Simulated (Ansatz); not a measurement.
Coupled-cluster run, ClFH$_{5}$NSi$_{2}$, SMILES `N[Si](F)([SiH3])Cl`.

```yaml
crystal:
  periodic: [false, false, false]
  atoms:
    - {symbol: N, position_ang: [-0.929708, 1.467515, -0.432420]}
    - {symbol: Si, position_ang: [0.174781, 0.223516, -0.756286]}
    - {symbol: F, position_ang: [-0.299438, -0.449472, -2.122377]}
    - {symbol: Si, position_ang: [0.280567, -1.309380, 1.000924]}
    - {symbol: Cl, position_ang: [2.096264, 0.871233, -1.146022]}
    - {symbol: H, position_ang: [-1.226992, 2.094382, -1.164627]}
    - {symbol: H, position_ang: [-0.936684, 1.920053, 0.467318]}
    - {symbol: H, position_ang: [0.563108, -0.559491, 2.254934]}
    - {symbol: H, position_ang: [1.373875, -2.282969, 0.754963]}
    - {symbol: H, position_ang: [-1.012674, -2.026685, 1.146494]}
basis:
  gaussian: {orbitals: def2-SVP}
correlation: {method: ccsd_t}
```

```sh
$ ansatz run in.yaml --threads 4 --pin off --events-out ev --progress --plain --max-ram 10444MiB
```

Output of Ansatz, abridged:

```
Functional definition: HF
1019 factors; integrals over basis functions are off by at most 1.2e-3 eV
mean field evaluation 1: about -32483.3066 eV, gradient 3.7e1 eV
mean field evaluation 2: about -32483.3082 eV, gradient 3.7e1 eV
mean field evaluation 4: about -32486.4948 eV, gradient 2.9e0 eV
mean field evaluation 8: about -32486.5313 eV, gradient 1.3e-4 eV
mean field -32486.53130321 eV, -1193.8580052312 hartree, gradient 1.7e-6 eV, S^2 0.000000; 0 other end points of the search recorded, 0 dependent functions left out
17 core orbitals not correlated: weight in the atoms' cores, before any rotation towards them, 1.000 or more for the frozen orbitals, at most 0.000 for the correlated occupied ones
reference -32486.53130321 eV, -1193.8580052312 hartree; 16, 16 occupied and 74, 74 virtual orbitals, 1019 factors
second order -18.46640538 eV of doubles, -0.00000000 eV of singles
cycle   1  -19.34835125 eV  change   -8.8e-1 eV  update   9.6e-2
cycle   2  -19.80755711 eV  change   -4.6e-1 eV  update   2.9e-2
cycle   3  -19.91084139 eV  change   -1.0e-1 eV  update   1.4e-2
cycle   4  -19.90757377 eV  change    3.3e-3 eV  update   3.3e-3
cycle   5  -19.90571557 eV  change    1.9e-3 eV  update   1.2e-3
cycle   6  -19.90566895 eV  change    4.7e-5 eV  update   3.8e-4
cycle   7  -19.90551808 eV  change    1.5e-4 eV  update   1.1e-4
cycle   8  -19.90548617 eV  change    3.2e-5 eV  update   4.0e-5
cycle   9  -19.90549882 eV  change   -1.3e-5 eV  update   1.5e-5
perturbative correction -0.43197139 eV, -0.0158746559 hartree
Total energy: -32506.86877343 eV, -1194.6053934764 hartree
```

It took 4.3 s on 4 threads of an Arm Neoverse V2 on a shared host, with 0.46 GiB of host memory at the peak.

The correlation energy is -20.337 eV, 2.1 % of it from (T); the T1 diagnostic reads 0.0112.
